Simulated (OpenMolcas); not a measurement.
## d8 ions of charge +2 down a group with 6 hydroxide ligands in octahedral coordination

| Property | Result |
| --- | --- |
| Program | OpenMolcas 26.06 |
| Method | SS-CASPT2, IPEA 0.25 Eh, imaginary shift 0.1 Eh |
| Spin-orbit coupling | RASSI with atomic mean-field integrals over the reference wave functions |

The d shell is active; CASPT2 correlates the ligand valence shells and the outer metal core. Anionic complexes are neutralised by point charges behind the ligands. Distances were set from a Shannon-type radius of the metal (high-spin where two are listed) plus a fixed donor radius (OH 1.33 Å). Ligand basis ANO-RCC-VDZP, DKH2 Hamiltonian. Energies in cm-1 above the lowest state or level, χT in cm3 K/mol. Spin-only χT is S(S+1) / 2 for the spin of the ground state.

```tsv
Ion	Shell	R (Å)	Metal basis	Outer charge (e at Å behind ligand)	Ground state	First state of that spin	First gap with spin-orbit (degeneracies)	χT at 300 K	First state of another spin	Spin-only χT
Ni2+	3d8	2.02	ANO-RCC-VDZP	0.67 at 2.4	2S+1 = 3	7590	1 (1, 2)	1.393	2S+1 = 1: 14080	1.000
Pd2+	4d8	2.19	ANO-RCC-VTZP	0.67 at 3.2	2S+1 = 3	12900	7 (1, 2)	1.410	2S+1 = 1: 8060	1.000
Pt2+	5d8	2.13	ANO-RCC-VTZP	0.67 at 2.8	2S+1 = 3	17560	39 (1, 2)	1.612	2S+1 = 1: 5220	1.000
```

The rows also differ in their metal basis and outer charges, so part of each step comes from that.

Every ion keeps the highest spin of its shell. χT departs most from the spin-only value for Pt2+, by +0.612 cm3 K/mol.

Roots that are degenerate in the reference are averaged as groups; the widest CASPT2 spread within a group is 120 cm-1 (the 2-fold group of multiplicity 1 near 21800 cm-1 above the lowest state of its run, Pd2+). Shifts and gaps below about the spread of the groups concerned are not significant. Over all roots computed the reference weight is 0.65 to 0.66 in Ni2+, 0.64 to 0.65 in Pd2+, 0.62 to 0.64 in Pt2+; a low but even weight reflects the number of correlated electrons. Ligand-to-metal charge-transfer states are missing. A single d shell leaves out the double-shell effect, which counts most for late 3d ions, where the CASPT2 field can be off either way by tens of per cent (holds for Ni2+). For late 3d ions with one d shell CASPT2 can put B and the spin-flip bands somewhat low as well as high (holds for Ni2+). With one d shell and no ligand orbital active, 10Dq can be off by tens of per cent for divalent 3d ions, low with halides held by bare charges and at times high in hosts, and the orbital part of g and χT goes as 1/10Dq (holds for Ni2+). Free-ion shares, where given, are those of the reference states; single-state CASPT2 does not remix them (holds for Ni2+). Real 4d8 and 5d8 ions are as a rule square planar and diamagnetic (holds for Pd2+; Pt2+). With no ligand orbital active B as a rule stays too high, so bands that hang on it stand too high and its fall with covalency is understated (holds for Pd2+; Pt2+). With one d shell and no ligand orbital active, 10Dq can be off by a tenth or more (holds for Pd2+; Pt2+). The least metal-like active orbital is 78 % on the metal (Löwdin) and no ligand orbital is active, so the numbers are rough (holds for Pt2+). No measured value stands beside these numbers; the geometry is a model, was not optimised and need not be the one that this ion takes.

A state without a sure symmetry label is named by its multiplicity alone.
